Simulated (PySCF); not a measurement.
Electronic structure of N⁺ (nitrogen, charge +1) at the UHF level

Configuration: [He] 2s2 2p2, high-spin 3P determinant. Computed with PySCF 2.14 in pcseg-2, with the non-relativistic Hamiltonian (point nucleus).

```
Total energy                                                  : -53.888133 hartree
One-electron energy                                           : -70.0558 hartree
Hartree (Coulomb) energy                                      : 22.3725 hartree
Exchange energy                                               : -6.2049 hartree
Kinetic energy                                                : 53.92315 hartree
⟨S²⟩                                                          : 2.0065
⟨L²⟩                                                          : 2.011
Sum of ⟨r⟩                                                    : 5.452 bohr
Sum of ⟨r²⟩                                                   : 7.769 bohr²
Traceless quadrupole moment −½Σ⟨3z² − r²⟩ along its main axis : 0.772 e·bohr²
Density at the nucleus (Gaussians lack the cusp)              : 200 bohr⁻³
Spin density at the nucleus                                   : 0.279 bohr⁻³
Langevin diamagnetic susceptibility                           : -6.15 ×10⁻⁶ cm³/mol
Time after the integrals                                      : 0.13 s of wall time on 1 thread of Neoverse-N1 (shared host)
```

```csv
shell,electrons,mean orbital energy (hartree),"rms radius, mean of both spins (bohr)"
1s α,1,-16.31944,0.265
1s β,1,-16.24099,0.265
2s α,1,-1.62153,1.37
2s β,1,-1.30679,1.37
2p α,2,-1.11587,1.39
```
